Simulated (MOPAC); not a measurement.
MOPAC input (PM3):

```
PM3 1SCF UHF MS=0.5 GEO-OK AUX(PRECISION=9) THREADS=1
CH7Si2

C    -1.68480600 1   -0.90663900 1    0.58619300 1
Si   -0.66094400 1    0.50719800 1   -0.12356800 1
Si    1.62536500 1    0.04512700 1   -0.22564400 1
H    -2.74265200 1   -0.63545400 1    0.60990900 1
H    -1.36868800 1   -1.14172800 1    1.60353100 1
H    -1.57562800 1   -1.80697300 1   -0.02015000 1
H    -0.83858700 1    1.72516700 1    0.70687900 1
H    -1.11990700 1    0.82081800 1   -1.50039100 1
H     1.98449600 1   -1.08280900 1   -1.12581700 1
H     2.26790600 1   -0.17174200 1    1.09784900 1
```

Output:

```
 *******************************************************************************
 **                                                                           **
 **                              MOPAC v23.2.5                                **
 **                                                                           **
 *******************************************************************************
 ** MOPAC's Digital Object Identifier: https://doi.org/10.5281/zenodo.6511958 **
 **                                                                           **
 ** Please cite the open-source release paper for use of this MOPAC version:  **
 ** J. E. Moussa and J. J. P. Stewart (2026)                                  **
 ** MOPAC: An open-source semiempirical molecular orbital program             **
 ** J. Open Source Softw., 11(119), 8025, https://doi.org/10.21105/joss.08025 **
 *******************************************************************************

                              PM3 CALCULATION RESULTS

 *******************************************************************************
 *  PM3        - The PM3 Hamiltonian to be used
 *  GEO-OK     - OVERRIDE INTERATOMIC DISTANCE AND OTHER SAFETY CHECKS
 *  UHF        - UNRESTRICTED HARTREE-FOCK CALCULATION
 *  MS=        - IN MECI, MAGNETIC COMPONENT OF SPIN =  0.5
 *  1SCF       - DO 1 SCF AND THEN STOP
 *  AUX        - OUTPUT AUXILIARY INFORMATION
 *******************************************************************************
PM3 1SCF UHF MS=0.5 GEO-OK AUX(PRECISION=9) THREADS=1
 CH7Si2

   ATOM   CHEMICAL          X               Y               Z
  NUMBER   SYMBOL      (ANGSTROMS)     (ANGSTROMS)     (ANGSTROMS)

     1       C         -1.68480600  *  -0.90663900  *   0.58619300  *
     2      Si         -0.66094400  *   0.50719800  *  -0.12356800  *
     3      Si          1.62536500  *   0.04512700  *  -0.22564400  *
     4       H         -2.74265200  *  -0.63545400  *   0.60990900  *
     5       H         -1.36868800  *  -1.14172800  *   1.60353100  *
     6       H         -1.57562800  *  -1.80697300  *  -0.02015000  *
     7       H         -0.83858700  *   1.72516700  *   0.70687900  *
     8       H         -1.11990700  *   0.82081800  *  -1.50039100  *
     9       H          1.98449600  *  -1.08280900  *  -1.12581700  *
    10       H          2.26790600  *  -0.17174200  *   1.09784900  *

          CARTESIAN COORDINATES

    NO.       ATOM           X           Y           Z

     1         C         -1.6848     -0.9066      0.5862
     2        Si         -0.6609      0.5072     -0.1236
     3        Si          1.6254      0.0451     -0.2256
     4         H         -2.7427     -0.6355      0.6099
     5         H         -1.3687     -1.1417      1.6035
     6         H         -1.5756     -1.8070     -0.0202
     7         H         -0.8386      1.7252      0.7069
     8         H         -1.1199      0.8208     -1.5004
     9         H          1.9845     -1.0828     -1.1258
    10         H          2.2679     -0.1717      1.0978

  H: (PM3): J. J. P. STEWART, J. COMP. CHEM. 10, 209 (1989).
  C: (PM3): J. J. P. STEWART, J. COMP. CHEM. 10, 209 (1989).
 Si: (PM3): J. J. P. STEWART, J. COMP. CHEM. 10, 209 (1989).

           Empirical Formula: C H7 Si2  =    10 atoms

      MOLECULAR POINT GROUP   :   Cs

          UHF CALCULATION, NO. OF ALPHA ELECTRONS =   10
                           NO. OF BETA  ELECTRONS =    9

 -------------------------------------------------------------------------------
 PM3 1SCF UHF MS=0.5 GEO-OK AUX(PRECISION=9) THREADS=1
 CH7Si2

     1SCF WAS SPECIFIED, SO BFGS WAS NOT USED
     SCF FIELD WAS ACHIEVED

                              PM3 CALCULATION
                                                       MOPAC v23.2.5 Linux

          FINAL HEAT OF FORMATION =         29.00734 KCAL/MOL =     121.36672 KJ/MOL

          COSMO AREA              =        132.08 SQUARE ANGSTROMS
          COSMO VOLUME            =        126.42 CUBIC ANGSTROMS

          IONIZATION POTENTIAL    =          8.251894 EV
          ALPHA SOMO LUMO (EV)    =         -8.252 -1.350
          BETA  SOMO LUMO (EV)    =         -9.717 -1.744
          NO. OF ALPHA ELECTRONS  =         10
          NO. OF BETA  ELECTRONS  =          9
          MOLECULAR WEIGHT        =         75.2373         POINT GROUP:  Cs

          MOLECULAR DIMENSIONS (Angstroms)

            Atom       Atom       Distance
            H    10    H     4     5.05557
            H     9    H     7     3.69149
            H     5    H     8     3.67519

          SCF CALCULATIONS        =          1

   ATOM   CHEMICAL          X               Y               Z
  NUMBER   SYMBOL      (ANGSTROMS)     (ANGSTROMS)     (ANGSTROMS)

     1       C         -1.68480600  *  -0.90663900  *   0.58619300  *
     2      Si         -0.66094400  *   0.50719800  *  -0.12356800  *
     3      Si          1.62536500  *   0.04512700  *  -0.22564400  *
     4       H         -2.74265200  *  -0.63545400  *   0.60990900  *
     5       H         -1.36868800  *  -1.14172800  *   1.60353100  *
     6       H         -1.57562800  *  -1.80697300  *  -0.02015000  *
     7       H         -0.83858700  *   1.72516700  *   0.70687900  *
     8       H         -1.11990700  *   0.82081800  *  -1.50039100  *
     9       H          1.98449600  *  -1.08280900  *  -1.12581700  *
    10       H          2.26790600  *  -0.17174200  *   1.09784900  *

                             CARTESIAN COORDINATES

   1    C       -1.684806000    -0.906639000     0.586193000
   2   Si       -0.660944000     0.507198000    -0.123568000
   3   Si        1.625365000     0.045127000    -0.225644000
   4    H       -2.742652000    -0.635454000     0.609909000
   5    H       -1.368688000    -1.141728000     1.603531000
   6    H       -1.575628000    -1.806973000    -0.020150000
   7    H       -0.838587000     1.725167000     0.706879000
   8    H       -1.119907000     0.820818000    -1.500391000
   9    H        1.984496000    -1.082809000    -1.125817000
  10    H        2.267906000    -0.171742000     1.097849000

           Empirical Formula: C H7 Si2  =    10 atoms

      MOLECULAR POINT GROUP   :   Cs

          ALPHA EIGENVALUES
 -29.14291 -15.67261 -15.13969 -14.45308 -13.81787 -12.30013 -11.72097 -10.73871
 -10.05796  -8.25189  -1.34988   0.76672   1.56174   1.69074   1.74310   2.32704
   4.39784   4.45370   4.47806

           BETA EIGENVALUES
 -29.06996 -15.59103 -15.10952 -14.42434 -13.76091 -12.22964 -11.52172 -10.74769
  -9.71722  -1.74446  -0.81917   0.87424   1.68030   1.81338   1.85793   2.55522
   4.41388   4.49192   4.50578

              NET ATOMIC CHARGES AND DIPOLE CONTRIBUTIONS

  ATOM NO.   TYPE          CHARGE      No. of ELECS.   s-Pop       p-Pop
    1          C          -0.272406        4.2724     1.15212     3.12029
    2         Si           0.325843        3.6742     0.99741     2.67675
    3         Si           0.214401        3.7856     1.15010     2.63550
    4          H           0.062417        0.9376     0.93758
    5          H           0.058370        0.9416     0.94163
    6          H           0.058370        0.9416     0.94163
    7          H          -0.104033        1.1040     1.10403
    8          H          -0.104033        1.1040     1.10403
    9          H          -0.119464        1.1195     1.11946
   10          H          -0.119464        1.1195     1.11946
 DIPOLE           X         Y         Z       TOTAL
 POINT-CHG.    -0.265     0.457    -0.153     0.550
 HYBRID        -0.325    -1.001     0.451     1.145
 SUM           -0.591    -0.544     0.298     0.856

          ATOMIC ORBITAL ELECTRON POPULATIONS

     Atom    s        px        py        pz
    1  C   1.15212   1.03715   1.04532   1.03781
    2 Si   0.99741   0.92045   0.86825   0.88805
    3 Si   1.15010   0.90194   0.86735   0.86620
    4  H   0.93758
    5  H   0.94163
    6  H   0.94163
    7  H   1.10403
    8  H   1.10403
    9  H   1.11946
   10  H   1.11946

                    (SZ)    =    0.500000
                    (S**2)  =    0.780659

          ATOMIC ORBITAL SPIN POPULATIONS

    Atom   Total    s     px     py     pz
         Atomic
    1  C  0.0671  0.011  0.021  0.023  0.011
    2 Si -0.1407 -0.024 -0.071 -0.028 -0.017
    3 Si  1.2041  0.217  0.240  0.548  0.199
    4  H -0.0027 -0.003
    5  H -0.0052 -0.005
    6  H -0.0052 -0.005
    7  H  0.0134  0.013
    8  H  0.0134  0.013
    9  H -0.0721 -0.072
   10  H -0.0721 -0.072

 **********************
 *                    *
 * JOB ENDED NORMALLY *
 *                    *
 **********************

 == MOPAC DONE ==
```

The geometry given is a B3LYP-D3(BJ)/def2-TZVP minimum.
